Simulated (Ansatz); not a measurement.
Geometry optimisation, RKS PBE-D4/def2-mTZVP (Ansatz).

Input:

```yaml
crystal:
  periodic: [false, false, false]
  atoms:
    - { symbol: Si, position_ang: [-0.150179, 0.399214, -0.155224] }
    - { symbol: H, position_ang: [0.879975, -1.999799, 0.640961] }
    - { symbol: C, position_ang: [1.069511, 0.277066, -1.350687] }
    - { symbol: H, position_ang: [1.099633, -1.610902, 0.10101] }
    - { symbol: "N", position_ang: [0.097787, 0.977583, 1.439789] }
    - { symbol: "N", position_ang: [-1.669281, -0.38547, -0.221837] }
    - { symbol: H, position_ang: [2.012377, 0.817836, -1.247056] }
    - { symbol: H, position_ang: [0.845376, -0.082717, -2.356087] }
    - { symbol: H, position_ang: [-0.657438, 1.097624, 2.108519] }
    - { symbol: H, position_ang: [0.883698, 1.587939, 1.646007] }
    - { symbol: H, position_ang: [-2.395061, -0.29004, 0.481537] }
    - { symbol: H, position_ang: [-2.016299, -0.788435, -1.087032] }
basis:
  gaussian: { orbitals: def2-mTZVP }
hamiltonian:
  xc: pbe
  dispersion: d4
relax:
  f_tol: 0.03
  max_steps: 50
```

Launched with:

```bash
$ ansatz run input.yaml --threads 2 --pin off --max-ram 3072MiB --backend cpu --events-out ev --progress --plain --runs-dir out
```

Task: Where does it end, and by what steps?

Result: It converged. After 12 steps the energy has fallen by 0.347 eV; H2 moved furthest, 0.92 Å.

```json
{"step": "0", "energy less start (eV)": "0.0000", "largest force component (eV/Å)": "1.939", "accepted": "yes"}
{"step": "1", "energy less start (eV)": "-0.1606", "largest force component (eV/Å)": "0.269", "accepted": "yes"}
{"step": "2", "energy less start (eV)": "-0.2095", "largest force component (eV/Å)": "0.129", "accepted": "yes"}
{"step": "3", "energy less start (eV)": "-0.2319", "largest force component (eV/Å)": "0.076", "accepted": "yes"}
{"step": "4", "energy less start (eV)": "-0.2438", "largest force component (eV/Å)": "0.431", "accepted": "yes"}
{"step": "5", "energy less start (eV)": "-0.2079", "largest force component (eV/Å)": "0.943", "accepted": "no"}
{"step": "6", "energy less start (eV)": "-0.2666", "largest force component (eV/Å)": "0.359", "accepted": "yes"}
{"step": "7", "energy less start (eV)": "-0.2883", "largest force component (eV/Å)": "0.423", "accepted": "yes"}
{"step": "8", "energy less start (eV)": "-0.3187", "largest force component (eV/Å)": "0.317", "accepted": "yes"}
{"step": "9", "energy less start (eV)": "-0.2710", "largest force component (eV/Å)": "0.794", "accepted": "no"}
{"step": "10", "energy less start (eV)": "-0.3387", "largest force component (eV/Å)": "0.261", "accepted": "yes"}
{"step": "11", "energy less start (eV)": "-0.3464", "largest force component (eV/Å)": "0.042", "accepted": "yes"}
{"step": "12", "energy less start (eV)": "-0.3470", "largest force component (eV/Å)": "0.019", "accepted": "yes"}
```

```xyz
12
Properties=species:S:1:pos:R:3
Si -0.215 0.502 -0.185
H 1.325 -2.761 0.896
C 0.958 0.502 -1.429
H 1.293 -2.200 0.393
N -0.062 1.231 1.360
N -1.757 -0.244 -0.240
H 2.004 0.742 -1.237
H 0.700 0.275 -2.464
H -0.355 0.746 2.206
H 0.674 1.909 1.540
H -2.586 0.221 0.122
H -1.979 -0.924 -0.962
```

Whether the end is a true minimum wasn't checked by a vibrational analysis.

Run time: 16 s on 2 threads of AMD EPYC 9R14 (Zen 4) (shared host), peak memory 0.14 GiB.
